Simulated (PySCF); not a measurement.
# Computed records: B₂H₂N

Calculation on a computer-drawn molecule: the log of a Hartree-Fock and frozen-core CCSD(T) single point meant for a local Hartree-Fock minimum, with one planted fault or none, to be diagnosed. Offsets are logged minus clean, where the clean run is the same molecule without the fault. The reference is restricted for singlets and unrestricted otherwise, and also for a bond in bohr or an excited solution. Adding or removing an electron swaps singlet and doublet. The excited solution moves the top pair (singlet) or top alpha electron (doublet) to the lowest empty orbital. Highest occupied and lowest empty are orbital energies over both spins, largest force is the largest gradient component, triples share is (T) over the correlation energy, the T1 limit is 0.02 restricted and 0.045 unrestricted, electrons count all cores, a negative frequency is imaginary (commonest isotopes), and the dipole is about the centre of nuclear charge. Program: PySCF 2.14.0.

```yaml
- formula: B2H2N
  logged_structure:
    atoms_angstrom:
      - [B, 1.2169, 0.8148, -2.6765]
      - ["N", 1.9949, 1.3688, -1.8696]
      - [B, 2.7704, 1.9672, -0.8991]
      - [H, 0.4862, 0.296, -3.4295]
      - [H, 3.8787, 2.4028, -1.0216]
  given:
    meant_charge: 0
    meant_multiplicity: 2
    meant_basis: cc-pVDZ
    logged_electrons: 19
    logged_basis_functions: 52
    logged_SCF_converged: "yes"
    logged_spin_squared: 3.7971
    "logged_highest_occupied [eV]": -6.0775
    "logged_lowest_empty [eV]": -1.6432
    "logged_largest_force [hartree/bohr]": 0.09377
    logged_T1_diagnostic: 0.04066
    logged_D1_diagnostic: 0.14925
    logged_triples_share: 0.033227
    logged_CC_converged: "yes"
    "logged_dipole_magnitude [debye]": 3.014
    logged_SCF_stable_within_its_kind: "yes"
    "logged_energy_HF [hartree]": -104.78628
    "logged_energy_CCSD(T) [hartree]": -105.08997
    possible_faults: "no fault, one electron removed, one electron added, multiplicity raised by two, geometry at a saddle point, SCF held on an excited solution, minimal basis STO-3G, one bond length entered in bohr, all coordinates scaled"
    drawn_bonds_atom: [1, 2, 1, 3]
    drawn_bonds_other_atom: [2, 3, 4, 5]
    drawn_bonds_order: [1, 2, 1, 1]
  results:
    planted_fault: "multiplicity raised by two"
    "HF_energy_offset_from_clean_run [kcal/mol]": 111.0
    "CCSD(T)_energy_offset_from_clean_run [kcal/mol]": 128.3
```
